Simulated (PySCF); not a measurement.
Gas-phase reaction: 4 InH₂Cl + 4 CCl₂ = 4 InCl₃ + C₄H₈ (isobutene)

Energies from PySCF, thermal terms from the rigid-rotor harmonic-oscillator model, ideal gas at 1 bar. † marks an energy on the PBE0/def2-TZVP geometry and frequencies. MP2 freezes the core. All species are closed-shell singlets. In: scalar-relativistic def2 core potential, no spin-orbit coupling. InH₂Cl: computed as isolated molecules; such fragments, hydroxides, amides, oligomers or adducts are transient or little studied in the gas. MP2 isn't extrapolated to the basis-set limit.

ωB97M-V/def2-TZVP† gives ΔH°(298 K) = -2353 kJ.

Task: What do M06-2X/def2-TZVP†, MP2/def2-TZVPP†, ωB97X-V/def2-TZVP† give?

Result: M06-2X/def2-TZVP†: -2481 kJ; MP2/def2-TZVPP†: -2506 kJ; ωB97X-V/def2-TZVP†: -2389 kJ. For scale, ΔH°(298 K) is -2353 kJ at this level, -2389 kJ at ωB97X-V/def2-TZVP†, and runs from -2621 to -2169 kJ over the 17 levels computed.
